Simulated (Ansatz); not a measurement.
Ansatz (a quantum-chemistry and plane-wave program) input:

Ansatz 0.2 input:
```yaml
crystal:
  periodic: [false, false, false]
  atoms:
    - {symbol: C, position_ang: [1.61388944, 1.16480142, 0.41849558]}
    - {symbol: C, position_ang: [0.66558063, 0.44862215, 0.22414677]}
    - {symbol: C, position_ang: [-0.46750095, -0.33876018, -0.15995443]}
    - {symbol: O, position_ang: [-1.02001988, -0.33030882, -1.21588035]}
    - {symbol: H, position_ang: [-0.78052591, -0.98554066, 0.68413008]}
basis:
  gaussian:
    orbitals: def2-TZVP
hamiltonian:
  xc: b3lyp
  dispersion: d3bj
magnetization: {spin_polarized: true, initial_magnetization: 1}
relax: {f_tol: 0.002, max_steps: 150}
```

Problem. Which total energy does the run end on?

Solution. -190.01220 Eh (B3LYP-D3(BJ)/def2-TZVP). The basis has 130 functions.

It need not be the lowest isomer of its formula.
